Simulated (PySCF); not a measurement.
**Fractional electron number in Zn⁺ (zinc, charge +1)**

The 4s alpha orbital of [Ar] 3d10 4s1 is emptied in steps (occupation f), with all orbitals relaxed, ending at [Ar] 3d10. Calculation: PySCF 2.14, in aug-cc-pVTZ-PP with ECP10MDF (6s6p5d3f2g, 88 functions); scalar relativity through the core potential. The exact energy is a straight line in f; departures are measured from the line between the end points of the same method.

```csv
f,PBE0 (eV),r2SCAN (eV),LC-wPBE (eV)
1,0.000,0.000,0.000
0.8,-0.490,-0.587,-0.057
0.6,-0.737,-0.881,-0.084
0.4,-0.739,-0.876,-0.085
0.2,-0.494,-0.582,-0.060
0,0.000,0.000,0.000
```

| method | E(f=0) − E(f=1) (eV) | −ε at f=1 (eV) | −ε at f=0.4 (eV) |
| --- | --- | --- | --- |
| PBE0 | 18.287 | 15.228 | 18.893 |
| r2SCAN | 18.553 | 14.882 | 19.312 |
| LC-wPBE | 18.205 | 17.833 | 18.261 |

Orbital energy along the path (eV):

```json
{"f": "1", "PBE0": "-15.228", "r2SCAN": "-14.882", "LC-wPBE": "-17.833"}
{"f": "0.8", "PBE0": "-16.442", "r2SCAN": "-16.353", "LC-wPBE": "-17.996"}
{"f": "0.6", "PBE0": "-17.663", "r2SCAN": "-17.824", "LC-wPBE": "-18.137"}
{"f": "0.4", "PBE0": "-18.893", "r2SCAN": "-19.312", "LC-wPBE": "-18.261"}
{"f": "0.2", "PBE0": "-20.137", "r2SCAN": "-20.741", "LC-wPBE": "-18.408"}
{"f": "0", "PBE0": "-21.358", "r2SCAN": "-22.171", "LC-wPBE": "-18.612"}
```

Reference removal energy between the ground levels: 17.964 eV (measured; NIST Atomic Spectra Database, ionization energies).
